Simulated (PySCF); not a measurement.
Electron correlation in I²⁺ (iodine, charge +2)

[Kr] 4d10 5s1 5p3 5d1, high-spin 6D determinant (an excited configuration). All numbers are calculated (PySCF 2.14, scalar relativity through the core potential, in aug-cc-pVDZ-PP with ECP28MDF (5s4p3d, 32 functions)). Frozen: 4s2 4p6 4d10; 5 electrons correlated.

```csv
level,correlation energy (mhartree)
CCSD,-14.23
(T),-0.04
CCSD(T),-14.27
CCSDT,-14.28
```

Diagnostics: T1 = 0.0026, D1 = 0.0078, largest double amplitude 0.032.

Is a single reference adequate?

Yes, within this model without spin-orbit coupling: T1 lies below 0.03 and no double amplitude reaches 0.07.
